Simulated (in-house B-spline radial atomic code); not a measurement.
**Zr II (Zr+): [Kr] 4d2 5s1**

Computed with a B-spline radial code for spherical atoms: Dirac-Kohn-Sham LDA PW92, spherical fractional occupations, Fermi nucleus of rms radius 4.2694 fm.

Screening seen three ways: the hydrogenic charge with the same mean radius, Z_r = [3n² - l(l+1)]/(2<r>), the one with the same energy, Z_e = n√(-2ε), and Slater's rules. Values are occupation-weighted means over j. An effective charge above Z reflects the relativistic contraction of the inner shells.

```
shell  electrons   ε (eV)  <r> (bohr)    Z_r    Z_e  Slater
   1s          2   -17798     0.03711  40.42  36.17   39.70
   2s          2    -2472      0.1625  36.92  26.96   35.85
   2p          6    -2208      0.1417  35.29  25.48   35.85
   3s          2  -410.17      0.4592  29.40  16.47   28.75
   3p          6  -324.03      0.4626  27.02  14.64   28.75
   3d         10  -181.59      0.4529  23.18  10.96   18.85
   4s          2  -61.247       1.212  19.81   8.49   12.25
   4p          6   -39.27       1.367  16.82   6.80   12.25
   5s          1  -10.215       3.393  11.05   4.33    3.50
   4d          2  -10.185       2.142   9.81   3.46    3.65
```

The least bound orbital is 4d5/2 at -10.13 eV, while the most diffuse is 5s1/2 (<r> = 3.393 bohr against 2.15 bohr): energy order and size order differ.

Spin-orbit splittings of the orbital energies (j = l + 1/2 above j = l - 1/2 when positive): 2p 85.71 eV, 3p 13.67 eV, 3d 2.499 eV, 4p 1.807 eV, 4d 0.1418 eV.

For the 1s electron the small component carries 2.12 % of the norm, the zero-frequency Breit interaction raises the level by 33.02 eV, self-energy by 17.88 eV, and vacuum polarisation lowers it by 1.996 eV.

The density falls to 0.001 bohr⁻³ at 4.474 bohr; Σ<r²> = 45.02 bohr² gives, by the non-relativistic formula and without the paramagnetism of open shells, a Langevin diamagnetic susceptibility of -35.66×10⁻⁶ cm³/mol.
